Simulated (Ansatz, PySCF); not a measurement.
H$_{4}$B$_{3}$O$_{3}$, charge +1, singlet, at a GFN2-xTB geometry, with bond 9-4 at 2.4 times its length. Base run: CASSCF(6,5)/6-31G run with PySCF.

Here is a job for PySCF.
```python
from pyscf import gto, scf, mcscf
import numpy

mol = gto.Mole()
mol.atom = '''
    B    -0.943374    1.052041   -0.246274
    O    -1.342110   -0.246158   -0.054484
    B    -0.548981   -1.261733    0.174822
    O     0.865599   -0.965307    0.225971
    B     1.330822    0.389832    0.029283
    O     0.406198    1.289877   -0.189842
    H    -1.708202    1.904969   -0.445938
    H    -0.899571   -2.361563    0.336389
    H     2.393567   -2.669281    0.624857
    H     2.475691    0.603890    0.075069
'''
mol.basis = '6-31g'
mol.charge = 1
mol.spin = 0
mol.verbose = 3
mol.build()

mf = scf.RHF(mol)
mf.kernel()
mc = mcscf.CASSCF(mf, 5, 6)
mc.fix_spin_(ss=0.0)
mc.kernel()
occ = numpy.linalg.eigvalsh(mc.fcisolver.make_rdm1(mc.ci, mc.ncas, mc.nelecas))[::-1]
ss = mc.fcisolver.spin_square(mc.ci, mc.ncas, mc.nelecas)[0]
print('natural occupations', occ.round(4), ' <S^2>', round(ss, 4))
```

Programs used: Ansatz (a program for electronic structure), PySCF; a row that names a program was run with it.

Each row names what was changed in the base input (with any setting that the change needs).

| change | ΔE vs base (mEh) | natural occupations | <S^2> of the state | outcome |
|---|---|---|---|---|
| base | 0.000 | 2.00 1.98 1.70 0.30 0.02 | 0.00 | converged |
| active space = 8 electrons, 9 orbitals | -46.986 | 1.98 1.98 1.98 1.71 0.29 0.02 0.02 0.02 0.00 | 0.00 | converged |
| correction = SC-NEVPT2 | -466.3 | 2.00 1.98 1.70 0.30 0.02 | 0.00 | converged |
| active space = 4 electrons, 3 orbitals | 16.000 | 2.00 1.71 0.29 | 0.00 | converged |
| fix_spin_ = off | 0.000 | 2.00 1.98 1.70 0.30 0.02 | 0.00 | converged |
| orbitals = fixed (CASCI); correction = SC-NEVPT2 | -460.6 | 2.00 2.00 2.00 0.00 0.00 | 0.00 | converged |
| code = ansatz | -6.734 | - | - | converged |
| code = ansatz; correction = SC-NEVPT2, all electrons | -466.3 | - | - | converged |
| orbitals = fixed (CASCI) | 58.611 | 2.00 2.00 2.00 0.00 0.00 | 0.00 | converged |
| active space = 4 electrons, 5 orbitals | -13.223 | 1.98 1.79 0.20 0.02 0.00 | 0.00 | converged |
| state_average = 2 states | - | - | - | not converged |

Active orbitals are taken around the Fermi level unless the row says otherwise; CASSCF can end in different local minima, and two programs can end on different orbitals. State-averaged rows give the lowest state.
